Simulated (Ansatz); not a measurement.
H₃AlCl₂N (SMILES [NH3]->[Al]([Cl])[Cl]), doublet, geometry from GFN2-xTB (such geometries of metal compounds can be far from the true shape) (the spin is typed, not shown lowest); PBE0-DH/def2-SVP run with Ansatz (a first-principles code).

Ansatz was given this input:
Ansatz 0.2 input:
```yaml
crystal:
  periodic: [false, false, false]
  atoms:
    - {symbol: Al, position_ang: [0.48366782, 0.09131644, 0.53683836]}
    - {symbol: Cl, position_ang: [1.07137111, 0.91970298, -1.28103677]}
    - {symbol: Cl, position_ang: [-1.50047840, 0.23094568, 1.15324477]}
    - {symbol: N, position_ang: [0.12651682, -1.98422410, -0.42775110]}
    - {symbol: H, position_ang: [-0.58747859, -1.81195749, -1.13335513]}
    - {symbol: H, position_ang: [-0.23377482, -2.68085141, 0.21739859]}
    - {symbol: H, position_ang: [0.94277789, -2.36576328, -0.89622044]}
basis:
  gaussian:
    orbitals: def2-SVP
hamiltonian:
  xc: {name: PBE0-DH}
magnetization: {spin_polarized: true, initial_magnetization: 1}
```

**Question.** Predict the main parts of the log of this Ansatz run.

**Answer.** 
```
Functional definition: PBE0-DH
776 factors; integrals over basis functions are off by at most 1.1e-3 eV
mean field evaluation 1: about -33153.7794 eV, gradient 2.5e1 eV
mean field evaluation 2: about -33153.7823 eV, gradient 2.5e1 eV
mean field evaluation 4: about -33156.5684 eV, gradient 1.8e0 eV
mean field evaluation 8: about -33156.5953 eV, gradient 7.3e-2 eV
mean field evaluation 16: about -33156.5954 eV, gradient 4.0e-5 eV
mean field -33156.59535197 eV, -1218.4824048375 hartree, gradient 1.8e-6 eV, S^2 0.751159; 0 other end points of the search recorded, 0 dependent functions left out
16 core orbitals not correlated
reference -33156.59536995 eV, -1218.4824054982 hartree; 13, 12 occupied and 54, 55 virtual orbitals, 776 factors
second order -16.48908793 eV of doubles, -0.00000000 eV of singles
Total energy: -33158.65650594 eV, -1218.5581508488 hartree
```
